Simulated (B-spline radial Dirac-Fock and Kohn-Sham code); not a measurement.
## L3 emission of Pm⁶⁺

System: the Pm⁶⁺ ion in the configuration [Kr] 4d10 4f3 5s2 5p4.

The computed values come from a radial B-spline solver: independent-particle rates on relativistic LDA orbitals of the hole state (multipoles up to L = 3, Coulomb Auger matrix elements, transition energies from Dirac-Fock).

```
 line  multipole  energy (eV)  width (meV)  share (%)
   Lℓ         E1       4805.2         15.4       3.14
L3-M2         E2       4984.6        0.120     0.0243
L3-M3         E2       5097.9        0.110     0.0224
  Lα2         E1       5405.9         40.9       8.31
  Lα1         E1       5429.7          362       73.5
  Lβ6         E1       6120.5         3.68      0.748
 Lβ15         E1       6333.3         6.94       1.41
  Lβ2         E1       6337.7         62.2       12.6
  Lβ7         E1       6434.6        0.790      0.161
```

The listed lines hold 100.0 % of the radiative rate. The radiative width is 0.492 eV in the length form and 0.499 eV in the velocity form; the two differ because the transition energies are not eigenvalue differences of the potential that gave the orbitals.
